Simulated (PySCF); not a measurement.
NICS in one family of compounds.

Definitions: NICS(0) = −σiso at the ring centroid; NICS(1) = −σiso and NICS(1)zz = −σzz at ±1 Å along the ring normal z. Level: GIAO PBE0/pcSseg-1 (PySCF, non-relativistic, gas phase) on the GFN2-xTB geometries, one conformer each. Atom numbers follow the mapped SMILES.

Problem. Order these rings by mean NICS(1)zz, lowest (most negative) first (ppm).
A. ring C2–O3–C4–C5–P7 in `[CH3:1][c:2]1[o:3][cH:4][c:5]([Cl:6])[p:7]1`
B. ring C2–O3–C4–C9–P10 in `[CH3:1][c:2]1[o:3][c:4]([Si:5]([CH3:6])([CH3:7])[CH3:8])[cH:9][p:10]1`
C. ring C2–O3–C4–C8–P9 in `[CH3:1][c:2]1[o:3][c:4]([CH:5]([CH3:6])[CH3:7])[cH:8][p:9]1`

Solution. B (-25.1), C (-23.3), A (-22.1).

```tsv
SMILES	ring	NICS(0)	NICS(1)	NICS(1)zz	HOMA	rms pucker (Å)	ring atoms with four or more neighbours
Cc1oc([Si](C)(C)C)cp1	5-membered ring with O and P; formal bonds all aromatic	-11.0	-10.9	-25.1	0.48	0.00	0
Cc1oc(C(C)C)cp1	5-membered ring with O and P; formal bonds all aromatic	-10.6	-10.3	-23.3	0.45	0.00	0
Cc1occ(Cl)p1	5-membered ring with O and P; formal bonds all aromatic	-10.9	-10.0	-22.1	0.45	0.00	0
```

NICS(0) gives another order. The isotropic NICS(1) gives the same order. HOMA uses Krygowski's 1993 parameters. NICS(1) and NICS(1)zz are means over the two faces.
